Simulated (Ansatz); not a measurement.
`C[SiH2][GaH][CH](O)F` + `[SiH3]S` → `OC(F)S[SiH3]` + `C[SiH2][GaH2]`  (substitution at a C–Ga bond)

Calculated with Ansatz (gas phase, PBE0-D4/def2-TZVP geometries, no zero-point term in ΔE). CCSD(T)/CBS is the MP2 limit (def2-TZVPP, def2-QZVPP) plus CCSD(T) − MP2 in def2-TZVPP, frozen cores. DFT in def2-TZVPP. HSE06 is defined as in plane-wave codes. For Ga outer-core shells are correlated without core-valence functions, which leaves a few kJ/mol of doubt a bond. Scalar relativity is left out up to krypton. One conformer a species, not always the lowest.

Question: Is it downhill or uphill in electronic energy at CCSD(T)/CBS, and by how much? (An estimate is asked.)

Answer: The calculation gave: Uphill: ΔE = +14.1 kJ/mol.

Question: What do these levels give: r2SCAN-D4, B97M-V, r2SCANh-D4, r2SCAN0-D4, HSE06-D4, PBE, LC-ωPBE, MP2/def2-SVP, MP2/def2-TZVPP, CCSD(T)/def2-TZVPP, SCS-MP2/def2-QZVPP, CCSD/CBS(def2)? (Estimate.)

Answer: Ansatz gave: r2SCAN-D4 6.0, B97M-V -1.6, r2SCANh-D4 6.0, r2SCAN0-D4 5.9, HSE06-D4 7.6, PBE 9.0, LC-ωPBE 11.4, MP2/def2-SVP 9.7, MP2/def2-TZVPP 13.0, CCSD(T)/def2-TZVPP 14.3, SCS-MP2/def2-QZVPP 13.4, CCSD/CBS(def2) 16.0 kJ/mol.

Question: What do rigid-rotor, harmonic-oscillator terms from PBE0-D4/def2-TZVP frequencies (298.15 K, 1 bar) make of the CCSD(T)/CBS value? (An estimate is asked.)

Answer: The calculation gave: ΔZPE = +0.3 kJ/mol, ΔH = +12.6 kJ/mol, ΔS = -15 J/(mol·K), ΔG = +17.0 kJ/mol. Modes under 50 cm⁻¹ make the entropy rough.

Largest T1 diagnostic among the species: 0.013.

In def2-TZVPP, CCSD(T) changes the Hartree–Fock value by +4.5 kJ/mol (the triples alone add −1.9 kJ/mol) and MP2 by +3.3 kJ/mol. Leaving LDA and LC-ωPBE aside and taking each functional with its dispersion term where it has one, the values, not all of them listed here, spread over 16.3 kJ/mol, from B97M-V to BLYP-D4. LDA lies −9.4 kJ/mol from PBE without D4.
